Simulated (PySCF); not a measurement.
CHS₂, SMILES S=C=[SH+], charge +1. The structure is a stationary point at B3LYP-D3(BJ)/def2-TZVP. The isomer is the one that the SMILES or the coordinates give; other isomers of the formula were not compared.

Computed equilibrium geometry at B3LYP-D3(BJ)/def2-TZVP (PySCF confirms it by a frequency run) as Cartesian coordinates in Å, and its point group:
point group Cs.
```xyz
4

S      0.0003     1.6029     0.0000
C      0.0224     0.1017     0.0000
S     -0.0874    -1.5336     0.0000
H      1.2589    -1.7203     0.0000
```
Charge +1, spin multiplicity 1.
